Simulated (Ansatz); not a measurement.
Cl$_{4}$SW, SMILES `[S]=[W]([Cl])([Cl])([Cl])[Cl]`. The species carries charge 0 and has multiplicity 1. W: def2 effective core potential. The structure was optimised at the PBE0-D4/def2-TZVP level.

```xyz
6

S     1.658    0.283    1.289
W     0.027    0.005    0.021
Cl    0.926    0.025   -2.081
Cl   -0.128   -2.263   -0.224
Cl   -1.768   -0.169    1.426
Cl   -0.715    2.119   -0.431
```

Problem. What is the dipole moment at r2SCAN/def2-TZVPP? (An estimate is asked.)

Solution. Ansatz gave: 0.78 D, with components (0.61, 0.10, 0.47) D in this frame, pointing from negative to positive charge.

Problem. And with PBE, B3LYP, ωB97M-V? (An estimate is asked.)

Solution. The calculation gave: PBE 0.72 D, B3LYP 0.92 D, ωB97M-V 1.14 D.

Problem. Give the Mulliken charges with r2SCAN, ωB97M-V, B3LYP in def2-TZVPP. (Best estimate.)

Solution. The calculation gave: 
```csv
atom,r2SCAN,ωB97M-V,B3LYP
S1,-0.04,0.04,-0.01
W2,0.79,0.59,0.73
Cl3,-0.19,-0.16,-0.18
Cl4,-0.19,-0.16,-0.18
Cl5,-0.19,-0.16,-0.18
Cl6,-0.19,-0.16,-0.18
```

B3LYP here is the variant with VWN-RPA as its local correlation; programs differ in this.
